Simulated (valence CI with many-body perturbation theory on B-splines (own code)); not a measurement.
# Tm56+: key properties

Method: relativistic CI+MBPT: three valence electrons over a frozen Dirac-Fock core [Ne], radial functions for each j: 11 s, 11 p, 9 d, 7 f, 5 g, 2 h, 1 i, with the one-electron correlation potential Σ1, the two-electron term Σ2, the three-electron term Σ3, Breit, model QED; selected CI, second order for the rest (own B-spline code, finite nucleus).

No measured spectrum was set against this ion. As an estimate, large intervals hold to a few tenths of a per cent, small ones and those within an open d or f shell to about a per cent.

Levels are named by their leading jj configuration (3d3/2^4 stands for four electrons in 3d with j = 3/2), which in mixed levels can hold well under half, so a name can repeat and another be missing.

Rates and lifetimes use the calculated energies. Strong lines usually hold to 10 to 20 %, long lifetimes can be off by a factor of two.

(1) What is the ground level?

(2) What is the ionisation energy?

(3) Name the longest-lived excited levels whose lifetime is computed, and their main decay.

(4) Among levels below 1163.6 eV, which E1 lines absorb most strongly from the ground level?

(5) What are the static dipole polarisabilities of the lowest levels?

(6) How well does LS coupling describe the low levels?

(7) Where does the other parity begin?

## Answers

(1) (3s^2 3p1/2) J=1/2, composition 100 % 3s2.3p 2P°, g = 0.650.

(2) 5656.6 eV; NIST lists 5656 ± 5 eV (theoretical).

(3) (3s 3p3/2 3d5/2) J=9/2 at 894.4 eV lives 12.9 ns, mostly by M1 to (3s 3p1/2 3d5/2) J=7/2; (3s^2 3p3/2) J=3/2 at 260.8 eV lives 6.46 ns, mostly by M1 to (3s^2 3p1/2) J=1/2.

(4) to (3s^2 3d3/2) J=3/2 at 2.615 nm, f = 0.427; to (3s 3p1/2 3p3/2) J=1/2 at 2.893 nm, f = 0.198; to (3s 3p1/2 3p3/2) J=3/2 at 2.956 nm, f = 0.120.

(5) (3s^2 3p1/2) J=1/2 0.00393 bohr³, of which the core gives 6.15e-05.

(6) Among the lowest 20 levels the leading LS term, summed over configurations, holds 64 % on average. For single configurations the figures are 62 % in LS and 93 % in jj coupling. Terms mix most in the J = 3/2 level at 621.4 eV, where the leading one holds 35 %.

(7) At (3s 3p1/2^2) J=1/2, 149.6 eV.
